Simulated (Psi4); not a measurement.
Psi4 was given this input:
```
memory 2 GB

molecule {
-1 2
B     0.00000000    0.00000000    0.00000000
I     2.07997803   -0.36410154   -0.62335308
I    -0.77243186   -0.91717242    1.84650789
I    -1.30754617    1.28127396   -1.22315481
}

set {
  basis def2-svp
  reference uks
}

energy('wb97x-v')
print_variables()
```

What does this run give for the nuclear repulsion energy, number of basis functions, <S^2>?


The nuclear repulsion energy is 350.3181 Eh. The number of basis functions is 92 and the <S^2> is 0.758.

A gas-phase anion may not be bound at this level; its values then depend on the basis.

These values belong to the state on which the SCF converged, which isn't shown to be the lowest.
